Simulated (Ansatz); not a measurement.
`F/C(I)=C\I` and `F/C=C\I` differ in one atom or group.

Ansatz, PBE0-D4/def2-TZVP geometries, multiplicity 1. 

Elements past krypton have def2 core potentials.

| property | `F/C(I)=C\I` |
| --- | --- |
| size of the dipole moment (ωB97M-V/def2-TZVPP) / D | 1.22 |
| HOMO–LUMO gap (PBE0/def2-TZVPP) / eV | 5.30 |
| HOMO energy (PBE0/def2-TZVPP) / eV | -6.99 |
| HOMO–LUMO gap (B3LYP/def2-TZVPP) / eV | 4.85 |
| LUMO energy (PBE/def2-TZVPP) / eV | -2.56 |
| HOMO–LUMO gap (ωB97M-V/def2-TZVPP) / eV | 9.35 |

(1) Give the same properties after the change, and the shifts. (Best estimate.)

Answers

(1) The calculation gave: 
| property | `F/C=C\I` | shift |
| --- | --- | --- |
| size of the dipole moment (ωB97M-V/def2-TZVPP) / D | 1.81 | 0.59 |
| HOMO–LUMO gap (PBE0/def2-TZVPP) / eV | 6.32 | 1.02 |
| HOMO energy (PBE0/def2-TZVPP) / eV | -7.07 | -0.08 |
| HOMO–LUMO gap (B3LYP/def2-TZVPP) / eV | 5.84 | 0.99 |
| LUMO energy (PBE/def2-TZVPP) / eV | -1.68 | 0.88 |
| HOMO–LUMO gap (ωB97M-V/def2-TZVPP) / eV | 10.41 | 1.06 |

With PBE0 the HOMO falls by 0.08 eV and the LUMO rises by 0.94 eV, so the gap widens by about 1.02 eV. PBE moves the HOMO by -0.06 eV and ωB97M-V by -0.14 eV. Dipoles are sizes alone; their direction can turn.

B3LYP here is the variant with VWN-RPA as its local correlation; programs differ in this.

Spin–orbit coupling is left out; it splits and shifts lone-pair levels of the heavy atoms by tenths of an eV.
